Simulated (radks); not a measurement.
Task: Re54+, configuration [Ar] 3d3. All-electron calculation, Dirac Kohn-Sham, PBE, spin-unpolarised, spherical densities, point nucleus; open shells are shared between the two j in proportion to 2j + 1. Program: a radial shooting solver on a logarithmic mesh with Libxc functionals. Some entries of the table are withheld. Estimate them.

| orbital | occ. | eigenvalue (eV) | <r^2> (bohr^2) |
|---|---|---|---|
| 1s1/2 | 2 | -75232.07 | (1) |
| 2s1/2 | 2 | (2) | (3) |
| 2p1/2 | 2 | -15470.46 | 0.004786 |
| 2p3/2 | 4 | -14012.69 | 0.005943 |
| 3s1/2 | 2 | -6036.411 | 0.03982 |
| 3p1/2 | 2 | -5834.599 | (4) |
| 3p3/2 | 4 | -5472.544 | (5) |
| 3d3/2 | 1.2 | (6) | 0.03048 |
| 3d5/2 | 1.8 | (7) | 0.03182 |

Result: 
(1) 1s1/2 <r^2> (bohr^2): 0.0004476
(2) 2s1/2 eigenvalue (eV): -15976.99
(3) 2s1/2 <r^2> (bohr^2): 0.006720
(4) 3p1/2 <r^2> (bohr^2): 0.03593
(5) 3p3/2 <r^2> (bohr^2): 0.04100
(6) 3d3/2 eigenvalue (eV): -5175.152
(7) 3d5/2 eigenvalue (eV): -5092.079
